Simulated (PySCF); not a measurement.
A structure optimised at B3LYP-D3(BJ)/def2-TZVP, used in a PySCF frequency run:

```
Sn
F 1 1.9404
H 1 1.7051 2 104.63
H 1 1.7051 3 113.85 2 113.63
H 1 1.7051 3 113.85 4 132.74
```
Charge 0, spin multiplicity 1.

Question: Write its SMILES, formula and point group.

Answer: [F][SnH3], FH3Sn, C3v

Question: What are its rotational constants (standard atomic weights)?

Answer: 61.400, 7.5179, 7.5179 GHz
